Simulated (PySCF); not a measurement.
## Radial density of B⁻ (boron, charge -1)

revPBE, [He] 2s2 2p2, high-spin 3P determinant. Calculation: PySCF 2.14, in aug-cc-pCVTZ-DK with one added diffuse shell each of s, p, d, f type (8s7p5d3f, 75 functions); the spin-free X2C one-electron Hamiltonian (Gaussian nucleus).

```csv
r (bohr),4πr²ρ (e/bohr),4πr²(ρα − ρβ)
0.00612,0.03267,0.0000
0.0103,0.08863,0.0000
0.0173,0.2313,-0.0001
0.0291,0.5798,-0.0002
0.0490,1.341,-0.0004
0.0824,2.721,-0.0003
0.139,4.423,0.0018
0.233,5.021,0.0153
0.392,3.222,0.0655
0.660,1.146,0.2072
1.11,1.253,0.4516
1.87,1.474,0.5598
3.14,0.6620,0.3492
5.28,0.1627,0.1331
8.88,0.01881,0.0182
14.9,0.01083,0.0108
25.1,0.001408,0.0014
```

Densities and radii are taken from the X2C orbitals without a picture-change correction, which distorts them close to the nucleus.

At revPBE the highest occupied level has a positive energy, so only the finite basis holds that electron; in a semilocal or global hybrid functional this comes from self-interaction and does not mean that the real anion is unbound.
